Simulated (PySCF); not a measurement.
Species: C2HF5O3S.
Numbering: `[O:1]=[S:2](=[O:3])([OH:4])[C:5]([F:6])([F:7])[C:8]([F:9])([F:10])[F:11]` (hydrogens: H12 on O4)

Structure used (PBE0-D3(BJ)/def2-SVP), in Å, numbered top down from 1:
```xyz
12
C2HF5O3S angstrom
O      1.1943   -1.0740    1.5749
S      1.1922   -0.5383    0.2339
O      1.2855   -1.3299   -0.9616
O      2.3114    0.6148    0.1380
C     -0.3130    0.5411    0.0714
F     -0.1520    1.3345   -0.9807
F     -0.3922    1.2749    1.1816
C     -1.6187   -0.2676   -0.1011
F     -1.6593   -0.8155   -1.3001
F     -2.6514    0.5494    0.0392
F     -1.6881   -1.2159    0.8194
H      2.5315    0.8974    1.0408
```

Method: PySCF 2.14.0, PBE0-D3(BJ)/def2-SVP geometry optimisation, gas phase.

Masses are those of the commonest isotopes; rigid-rotor values at the optimised geometry. The values belong to one conformer with, in the numbering `[O:1]=[S:2](=[O:3])([OH:4])[C:5]([F:6])([F:7])[C:8]([F:9])([F:10])[F:11]`, O1–S2–O4–H -18°, O1–S2–C5–F6 162°.

(1) Give the principal moments of inertia and the rotational constants in cm⁻¹.

(2) Classify the top.

(3) Is it planar, by Δ = Ic − Ia − Ib?

(4) Give the other two planar moments, Paa and Pbb, and the rms extents of the mass along the axes.

(5) Where do the levels up to J = 3 lie, in K?

(6) Which types of transition are allowed, and where do some lines up to J = 3 fall?

(7) Estimate the classical rotational partition function at 50 K, 100 K and 298.15 K.

Answers

(1) Ia = 316.78, Ib = 605.52, Ic = 638.99 u·Å²; 505379 MHz·u·Å²/I gives 1595, 834.6 and 790.9 MHz, that is A = 0.05321, B = 0.02784, C = 0.02638 cm⁻¹.

(2) An asymmetric top. Ray's parameter κ = (2B − A − C)/(A − C) = -0.891; −1 is the prolate and +1 the oblate limit.

(3) Not planar: Δ = Ic − Ia − Ib = -283.31 u·Å². For a rigid frame Δ = −2 Σ m c², so Σ m c² = 141.66 u·Å² lies off the ab plane: 0.33 from hydrogen and 141.32 from heavier atoms. The atom farthest from that plane is 1.37 Å away.

(4) Paa = Σ m a² = (Ib + Ic − Ia)/2 = 463.87 and Pbb = Σ m b² = (Ia + Ic − Ib)/2 = 175.13 u·Å². With the mass M = 199.96 u, the rms extents √(P/M) along a, b and c are 1.52, 0.94, 0.84 Å.

(5) Above 0(0,0), as E/k:
J = 1: 1(0,1) 0.078, 1(1,1) 0.115, 1(1,0) 0.117
J = 2: 2(0,2) 0.234, 2(1,2) 0.268, 2(1,1) 0.275, 2(2,1) 0.384, 2(2,0) 0.384
J = 3: 3(0,3) 0.468, 3(1,3) 0.499, 3(1,2) 0.512, 3(2,2) 0.618, 3(2,1) 0.619, 3(3,1) 0.806, 3(3,0) 0.806
Those of J = 1 are B + C, A + C and A + B.

(6) The dipole components are |μa| = 0.49 D, |μb| = 2.37 D, |μc| = 1.02 D. The squared components, which scale the intensities, stand as 0.04 : 1.00 : 0.19 (a : b : c). Some lines, for components of 0.1 D or more:

```csv
type,branch,"J(Ka,Kc)",MHz,lower level (cm⁻¹)
c,Q,"3(1,3) ← 3(0,3)",659,0.325
b,Q,"2(1,1) ← 2(0,2)",850,0.163
b,Q,"3(1,2) ← 3(0,3)",922,0.325
c,Q,"2(2,1) ← 2(1,1)",2282,0.191
b,Q,"2(2,0) ← 2(1,1)",2284,0.191
c,R,"1(1,0) ← 0(0,0)",2430,0.000
a,R,"2(1,2) ← 1(1,1)",3207,0.080
a,R,"2(1,1) ← 1(1,0)",3295,0.081
c,Q,"3(3,1) ← 3(2,1)",3905,0.430
b,Q,"3(3,1) ← 3(2,2)",3914,0.430
a,R,"3(2,1) ← 2(2,0)",4884,0.267
b,R,"2(2,1) ← 1(1,0)",5577,0.081
c,R,"2(2,0) ← 1(1,0)",5579,0.081
b,R,"3(2,2) ← 2(1,1)",7159,0.191
b,R,"3(3,1) ← 2(2,0)",8789,0.267
```

(7) Point group C1, symmetry number σ = 1; q = (√π/σ)·√((kT/h)³/(ABC)), k/h = 20836.6 MHz/K: 58100 at 50 K, 164000 at 100 K, 846000 at 298.15 K.

Not checked by PBE0-D3(BJ)/def2-SVP frequencies. No vibrational averaging or centrifugal distortion is included, and the geometry carries the error of its method.
